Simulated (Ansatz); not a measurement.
[Au(OH)4]- (AuO₄H₄⁻), relaxed as a triplet with UKS PBE0-D4/def2-SVPD in Ansatz, starting from the PBE0-D4/def2-SVPD geometry of the charge -1 singlet. Force threshold 0.02 eV/Å.

In the def2 sets Au takes a core potential; there is no spin–orbit coupling. At PBE0-D4/def2-SVPD a singlet of charge -1 lies 2.40 eV below the triplet, each at its own geometry.

Start:

```
atom    x (Å)    y (Å)    z (Å)
 Au1   0.0002   0.0003   0.0002
  O2   0.6412   0.9744  -1.6126
  H3  -0.1088   1.5297  -1.8494
  O4   1.7454  -0.9487   0.1207
  H5   2.2419  -0.5960  -0.6250
  O6  -0.6410  -0.9740   1.6130
  H7   0.1081  -1.5314   1.8481
  O8  -1.7450   0.9496  -0.1200
  H9  -2.2420   0.5960   0.6249
```

```json
{"step": "1", "energy (eV)": "-11930.3514", "largest force component (eV/Å)": "1.854", "SCF passes": "56"}
{"step": "2", "energy (eV)": "-11930.7293", "largest force component (eV/Å)": "0.259", "SCF passes": "39"}
{"step": "3", "energy (eV)": "-11930.7477", "largest force component (eV/Å)": "0.090", "SCF passes": "43"}
{"step": "4 (rejected)", "energy (eV)": "-11930.7439", "largest force component (eV/Å)": "0.930", "SCF passes": "51"}
{"step": "5", "energy (eV)": "-11930.7693", "largest force component (eV/Å)": "0.293", "SCF passes": "54"}
{"step": "6", "energy (eV)": "-11930.7901", "largest force component (eV/Å)": "0.436", "SCF passes": "39"}
{"step": "7", "energy (eV)": "-11930.7967", "largest force component (eV/Å)": "0.353", "SCF passes": "39"}
{"step": "8", "energy (eV)": "-11930.8109", "largest force component (eV/Å)": "0.169", "SCF passes": "40"}
{"step": "9 (rejected)", "energy (eV)": "-11930.6977", "largest force component (eV/Å)": "1.994", "SCF passes": "34"}
{"step": "10", "energy (eV)": "-11930.8129", "largest force component (eV/Å)": "0.346", "SCF passes": "36"}
{"step": "11", "energy (eV)": "-11930.8180", "largest force component (eV/Å)": "0.247", "SCF passes": "32"}
{"step": "12 (rejected)", "energy (eV)": "-11930.8149", "largest force component (eV/Å)": "0.186", "SCF passes": "36"}
{"step": "13", "energy (eV)": "-11930.8237", "largest force component (eV/Å)": "0.080", "SCF passes": "34"}
{"step": "14", "energy (eV)": "-11930.8256", "largest force component (eV/Å)": "0.052", "SCF passes": "32"}
{"step": "15 (rejected)", "energy (eV)": "-11930.8136", "largest force component (eV/Å)": "0.717", "SCF passes": "32"}
{"step": "16", "energy (eV)": "-11930.8317", "largest force component (eV/Å)": "0.085", "SCF passes": "32"}
{"step": "17", "energy (eV)": "-11930.8354", "largest force component (eV/Å)": "0.320", "SCF passes": "34"}
{"step": "18", "energy (eV)": "-11930.8554", "largest force component (eV/Å)": "0.274", "SCF passes": "32"}
{"step": "19", "energy (eV)": "-11930.9013", "largest force component (eV/Å)": "0.332", "SCF passes": "36"}
{"step": "20", "energy (eV)": "-11930.9664", "largest force component (eV/Å)": "0.456", "SCF passes": "38"}
{"step": "21 (rejected)", "energy (eV)": "-11930.9642", "largest force component (eV/Å)": "0.631", "SCF passes": "37"}
{"step": "22", "energy (eV)": "-11931.0113", "largest force component (eV/Å)": "0.179", "SCF passes": "34"}
{"step": "23", "energy (eV)": "-11931.0207", "largest force component (eV/Å)": "0.097", "SCF passes": "32"}
{"step": "24", "energy (eV)": "-11931.0242", "largest force component (eV/Å)": "0.078", "SCF passes": "31"}
{"step": "25", "energy (eV)": "-11931.0253", "largest force component (eV/Å)": "0.051", "SCF passes": "31"}
{"step": "26", "energy (eV)": "-11931.0257", "largest force component (eV/Å)": "0.004", "SCF passes": "32"}
```

Force components are those of the run's own axes.

End:

Cartesian coordinates in Å:
```
Au 0.234 0.480 0.383
O 0.237 0.453 -1.818
H -0.609 0.927 -1.849
O 2.011 -0.475 0.653
H 2.302 -0.683 -0.240
O -0.697 -1.393 1.067
H 0.168 -1.829 1.130
O -1.475 1.571 0.222
H -2.172 0.949 0.452
```

By distances, no bond broke or formed. The bond that changes most is Au1–O6, from 1.99 to 2.20 Å (atoms count from 1).

No frequencies were taken in this run, so the end may be a saddle point.

It took 44 s on 4 threads of AMD EPYC 9R45 on a shared host.
